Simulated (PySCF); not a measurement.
# Computed records: CH$_{4}$Al$_{2}$B, F$_{2}$H$_{3}$NSi, CH$_{6}$AlB$_{2}$, H$_{5}$NOSi$_{2}$

Calculation on a computer-drawn molecule: the log of a Hartree-Fock and frozen-core CCSD(T) single point meant for a local Hartree-Fock minimum, with one planted fault or none, to be diagnosed. Offsets are logged minus clean, where the clean run is the same molecule without the fault. The reference is restricted for singlets and unrestricted otherwise, and also for a bond in bohr or an excited solution. Adding or removing an electron swaps singlet and doublet. The excited solution moves the top pair (singlet) or top alpha electron (doublet) to the lowest empty orbital. Highest occupied and lowest empty are orbital energies over both spins, largest force is the largest gradient component, triples share is (T) over the correlation energy, the T1 limit is 0.02 restricted and 0.045 unrestricted, electrons count all cores, a negative frequency is imaginary (commonest isotopes), and the dipole is about the centre of nuclear charge. Program: PySCF 2.14.0.

Common to all runs: meant charge 0; meant basis cc-pV(D+d)Z; logged SCF converged yes; logged CC converged yes; logged SCF stable within its kind yes; possible faults no fault, one electron removed, one electron added, multiplicity raised by two, geometry at a saddle point, SCF held on an excited solution, minimal basis STO-3G, one bond length entered in bohr, all coordinates scaled.

(1) 
```xyz
8
formula=CH4Al2B meant_multiplicity=2 logged_electrons=41 logged_basis_functions=94 logged_spin_squared=3.7858 logged_highest_occupied=-5.7758 logged_lowest_empty=-0.9831 logged_largest_force=0.09406 logged_T1_diagnostic=0.026508 logged_D1_diagnostic=0.11157 logged_triples_share=0.031286 logged_dipole_magnitude=4.4191 logged_energy_HF=-548.55326 logged_energy_CCSD(T)=-548.90029 planted_fault=multiplicity_raised_by_two HF_energy_offset_from_clean_run=52.79 CCSD(T)_energy_offset_from_clean_run=72.46
Al    -1.1126     1.4703    -1.9772
B     -0.3624    -0.3012    -1.0926
C      0.3099    -1.3448    -0.4754
Al     2.0779    -0.8010     0.0842
H     -2.5768     1.4752    -2.5880
H     -0.0350    -2.3568    -0.2919
H      2.5644     0.6810    -0.1925
H      3.0408    -1.8213     0.8142
```

Units: logged_highest_occupied, logged_lowest_empty in eV; logged_largest_force in hartree/bohr; logged_dipole_magnitude in debye; logged_energy_HF, logged_energy_CCSD(T) in hartree; HF_energy_offset_from_clean_run, CCSD(T)_energy_offset_from_clean_run in kcal/mol.

Drawn bonds:
```csv
atom,other atom,order
1,2,1
2,3,2
3,4,1
1,5,1
3,6,1
4,7,1
4,8,1
```

(2) 
```xyz
7
formula=F2H3NSi meant_multiplicity=1 logged_electrons=41 logged_basis_functions=80 logged_spin_squared=0.7578 logged_highest_occupied=-20.448 logged_lowest_empty=-7.9656 logged_largest_force=0.13396 logged_T1_diagnostic=0.016198 logged_D1_diagnostic=0.079317 logged_triples_share=0.017794 logged_dipole_magnitude=8.6291 logged_energy_HF=-543.82359 logged_energy_CCSD(T)=-544.46219 planted_fault=one_electron_removed HF_energy_offset_from_clean_run=227 CCSD(T)_energy_offset_from_clean_run=249.2
N      0.1240    -0.6556    -1.3388
Si    -0.5862    -0.1883     0.1118
F     -0.4686     1.4024     0.2314
F     -2.1622    -0.4762     0.2033
H      0.3396    -1.6179    -1.5167
H     -0.0553    -0.1562    -2.1896
H      0.0330    -0.8469     1.2555
```

Units: logged_highest_occupied, logged_lowest_empty in eV; logged_largest_force in hartree/bohr; logged_dipole_magnitude in debye; logged_energy_HF, logged_energy_CCSD(T) in hartree; HF_energy_offset_from_clean_run, CCSD(T)_energy_offset_from_clean_run in kcal/mol.

Drawn bonds:
```csv
atom,other atom,order
1,2,1
2,3,1
2,4,1
1,5,1
1,6,1
2,7,1
```

(3) 
```xyz
10
formula=CH6AlB2 meant_multiplicity=2 logged_electrons=36 logged_basis_functions=95 logged_spin_squared=0 logged_highest_occupied=-0.81944 logged_lowest_empty=5.9509 logged_largest_force=0.034683 logged_T1_diagnostic=0.022588 logged_D1_diagnostic=0.085156 logged_triples_share=0.034658 logged_dipole_magnitude=4.4279 logged_energy_HF=-332.60023 logged_energy_CCSD(T)=-333.06703 planted_fault=one_electron_added HF_energy_offset_from_clean_run=-0.1782 CCSD(T)_energy_offset_from_clean_run=-26.45
B     -0.7734    -0.6831    -0.5435
C     -1.1826    -0.7056     0.9470
B     -1.9932    -1.9141     1.4650
Al    -2.4723     0.8454     1.0590
H      0.2656    -0.1927    -0.8995
H     -1.5056    -1.1421    -1.3825
H     -0.4147    -0.3452     1.6473
H     -1.8683    -2.3156     2.5923
H     -2.7896    -2.4679     0.7501
H     -2.4021     1.9628    -0.0693
```

Units: logged_highest_occupied, logged_lowest_empty in eV; logged_largest_force in hartree/bohr; logged_dipole_magnitude in debye; logged_energy_HF, logged_energy_CCSD(T) in hartree; HF_energy_offset_from_clean_run, CCSD(T)_energy_offset_from_clean_run in kcal/mol.

Drawn bonds:
```csv
atom,other atom,order
1,2,1
2,3,1
2,4,1
1,5,1
1,6,1
2,7,1
3,8,1
3,9,1
4,10,1
```

Notes: T1 above single-reference limit.

(4) 
```xyz
9
formula=H5NOSi2 meant_multiplicity=1 logged_electrons=48 logged_basis_functions=99 logged_spin_squared=0 logged_highest_occupied=-9.2492 logged_lowest_empty=2.47 logged_largest_force=1.035e-05 logged_lowest_frequency=48.509 logged_T1_diagnostic=0.014402 logged_D1_diagnostic=0.048169 logged_triples_share=0.026133 logged_dipole_magnitude=2.3277 logged_energy_HF=-710.16853 logged_energy_CCSD(T)=-710.76968 planted_fault=no_fault HF_energy_offset_from_clean_run=0 CCSD(T)_energy_offset_from_clean_run=0
O      0.5457    -1.2419    -0.7923
Si    -0.5934    -0.4940    -1.7208
N     -2.0838    -1.2528    -1.2424
Si    -2.5769    -2.4913    -0.1214
H      0.3620    -1.9226    -0.1611
H     -2.8565    -0.8610    -1.7600
H     -3.2264    -3.6257    -0.8160
H     -1.3722    -2.9911     0.5786
H     -3.5261    -1.9660     0.8857
```

Units: logged_highest_occupied, logged_lowest_empty in eV; logged_largest_force in hartree/bohr; logged_lowest_frequency in cm⁻¹; logged_dipole_magnitude in debye; logged_energy_HF, logged_energy_CCSD(T) in hartree; HF_energy_offset_from_clean_run, CCSD(T)_energy_offset_from_clean_run in kcal/mol.

Drawn bonds:
```csv
atom,other atom,order
1,2,1
2,3,1
3,4,1
1,5,1
3,6,1
4,7,1
4,8,1
4,9,1
```
